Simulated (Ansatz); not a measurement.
A structure relaxed at r2SCAN-D4/def2-SVP in Ansatz, charge 0, singlet:

```xyz
42

Cd    2.413    4.227   -4.400
Te    2.730    0.656   -4.398
Te    0.808    2.891   -1.684
Cd   -1.837    1.832   -2.186
Cd    1.958   -1.938   -2.807
Te   -0.818   -1.147   -2.442
Te   -3.139    1.364    0.355
Cd   -6.511    0.776    0.210
Cd   -1.795   -3.390   -0.868
Te   -4.690   -2.216   -0.557
Cd    2.497    2.224    0.569
Te    2.686   -0.829   -0.218
Te    0.813    1.721    2.866
Cd   -1.831    0.548    2.803
Cd    1.966   -3.049    1.519
Te   -0.811   -2.184    1.589
Cd    2.427    1.586    5.885
Te    2.748   -1.540    4.159
H     1.049    4.154   -5.380
H     3.875    4.405   -3.587
H     2.311   -0.024   -5.861
H     4.306    0.152   -4.606
H     0.259    4.319   -1.024
H    -2.690    2.106   -3.630
H     2.598   -3.273   -3.625
H    -1.387   -1.656   -3.924
H    -3.210    2.976    0.771
H    -6.623    1.179   -1.419
H    -6.619    0.356    1.835
H    -1.926   -5.024   -1.288
H    -5.219   -2.941   -1.963
H    -5.210   -3.531    0.326
H     4.117    2.722    0.696
H     4.321   -1.138   -0.301
H     0.262    3.290    2.977
H    -2.679    0.090    4.203
H     2.609   -4.612    1.591
H    -1.374   -3.345    2.643
H     3.884    2.142    5.256
H     1.067    1.042    6.712
H     4.325   -2.076    4.089
H     2.340   -2.843    5.117
```

**Question.** Give its formula and point group.

**Answer.** Cd9Te9H24. Point group C3v (tolerance 0.1 Å).

**Question.** Summarise the bond lengths by kind (pairs closer than 1.2 times the sum of covalent radii, bridged metal pairs left out).

**Answer.** 18 × Cd–Te 2.89 to 3.16 Å; 12 × Cd–H 1.68 to 1.70 Å; 12 × H–Te 1.67 Å.

In the def2 sets Cd, Te take a core potential; there is no spin–orbit coupling. Single mean-field runs in def2-SVP are fitted with def2-universal-jkfit.
